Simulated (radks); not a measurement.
Rh II, 44 electrons, occupied as [Kr] 4d8.

All-electron calculation, non-relativistic Kohn-Sham, LB94 model potential, spin-unpolarised, spherical densities, point nucleus; relativity is left out, which matters for an element this heavy. Program: a radial shooting solver on a logarithmic mesh with Libxc functionals.

Energy parts (hartree):
kinetic: 4700.97560
electron-nucleus: -11169.47746
Hartree: 1916.99592
(The LB94 potential has no energy functional, so no total or exchange-correlation energy is given.)

Orbitals (lengths in bohr, moments of r in powers of bohr; r(max) is where P^2 peaks; r(90%) holds 90 % of the orbital's charge):
\begin{tabular}{lrrrrr}
orbital & occ. & eigenvalue (hartree) & <r^4> & r(max) & r(90%) \\ \hline
1s & 2 & -826.8596 & 5.908e-06 & 0.02240 & 0.0601 \\
2s & 2 & -118.4713 & 0.001094 & 0.1246 & 0.226 \\
2p & 6 & -110.0351 & 0.0007245 & 0.09774 & 0.204 \\
3s & 2 & -21.69203 & 0.05240 & 0.3636 & 0.592 \\
3p & 6 & -18.31569 & 0.05264 & 0.3502 & 0.594 \\
3d & 10 & -12.07818 & 0.04911 & 0.2909 & 0.584 \\
4s & 2 & -3.33480 & 2.036 & 0.9028 & 1.47 \\
4p & 6 & -2.31641 & 3.042 & 0.9522 & 1.63 \\
4d & 8 & -0.75080 & 15.31 & 1.145 & 2.42 \\
\end{tabular}

The highest occupied level is 4d at -20.430 eV. The electron density at the nucleus is 6.381e+04 e/bohr^3. The density falls to 0.001 e/bohr^3 at r = 3.65 bohr.
